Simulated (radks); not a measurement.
Results of a calculation; reference values are marked as such.
Rh2+, 43 electrons, occupied as [Ar] 3d10 4s1.75 4p6 4d7 4f0.25 (fractional occupations, a model configuration). Level of theory: Dirac Kohn-Sham, PBEsol, spin-unpolarised, spherical densities, finite nucleus; open shells fill j = l - 1/2 first; Fermi nuclear charge, rms radius 4.4945 fm (a radial shooting solver on a logarithmic mesh with Libxc functionals).

Normalised radial functions P(r) = r R(r) (large component), r in bohr:

r	4s1/2	5p1/2	4f5/2
0.001115	0.0461	0.0006	0.0000
0.001309	0.0531	0.0007	0.0000
0.001524	0.0606	0.0008	0.0000
0.001788	0.0697	0.0011	0.0000
0.002081	0.0793	0.0013	0.0000
0.002443	0.0906	0.0017	0.0000
0.002866	0.1033	0.0021	0.0000
0.003337	0.1165	0.0026	0.0000
0.003916	0.1317	0.0034	0.0000
0.004559	0.1473	0.0042	0.0000
0.00535	0.1647	0.0054	0.0000
0.006228	0.1818	0.0069	0.0000
0.007308	0.2000	0.0089	0.0000
0.008577	0.2176	0.0115	0.0000
0.009984	0.2329	0.0145	0.0000
0.01172	0.2460	0.0186	0.0000
0.01364	0.2542	0.0235	0.0000
0.01601	0.2562	0.0298	0.0000
0.01878	0.2489	0.0376	0.0000
0.02187	0.2310	0.0464	0.0000
0.02566	0.1980	0.0573	0.0000
0.02988	0.1512	0.0690	0.0000
0.03506	0.0844	0.0824	0.0000
0.04114	0.0003	0.0963	0.0000
0.0479	-0.0928	0.1088	0.0000
0.05621	-0.1978	0.1194	0.0001
0.06543	-0.2940	0.1251	0.0001
0.07679	-0.3767	0.1235	0.0001
0.08939	-0.4206	0.1121	0.0002
0.1049	-0.4120	0.0873	0.0004
0.1231	-0.3327	0.0482	0.0006
0.1433	-0.1878	-0.0012	0.0010
0.1682	0.0260	-0.0614	0.0015
0.1958	0.2582	-0.1186	0.0023
0.2298	0.4839	-0.1672	0.0034
0.2696	0.6293	-0.1903	0.0049
0.3139	0.6416	-0.1779	0.0069
0.3683	0.4916	-0.1231	0.0096
0.4288	0.2021	-0.0349	0.0129
0.5032	-0.2055	0.0815	0.0172
0.5858	-0.6104	0.1920	0.0221
0.6875	-0.9604	0.2794	0.0284
0.8068	-1.1556	0.3099	0.0359
0.9392	-1.1683	0.2708	0.0443
1.102	-1.0240	0.1576	0.0551
1.283	-0.7971	-0.0030	0.0677
1.506	-0.5381	-0.1997	0.0848
1.767	-0.3168	-0.3909	0.1071
2.057	-0.1671	-0.5368	0.1342
2.414	-0.0727	-0.6281	0.1702
2.81	-0.0278	-0.6444	0.2115
3.298	-0.0082	-0.5912	0.2616
3.87	-0.0019	-0.4830	0.3145
4.505	-0.0004	-0.3545	0.3604
5.287	0.0000	-0.2281	0.4025
6.155	0.0000	-0.1325	0.4208
7.223	0.0000	-0.0634	0.3978
8.409	0.0000	-0.0258	0.3318
9.868	0.0000	-0.0079	0.2386
11.58	0.0000	-0.0019	0.1460
13.48	0.0000	-0.0003	0.0764
15.82	0.0000	0.0000	0.0309
18.42	0.0000	0.0000	0.0103
21.61	0.0000	0.0000	0.0024

4s1/2: eigenvalue -106.23 eV, 3 radial nodes at r = 0.0412, 0.165, 0.466 bohr, <r> = 0.975 bohr, 90 % of the charge inside 1.42 bohr. 5p1/2 (empty): eigenvalue -15.059 eV, 3 radial nodes at r = 0.143, 0.451, 1.28 bohr, <r> = 3.11 bohr, 90 % of the charge inside 4.56 bohr. 4f5/2: eigenvalue -5.040 eV, 0 radial nodes, <r> = 6.66 bohr, 90 % of the charge inside 9.76 bohr.
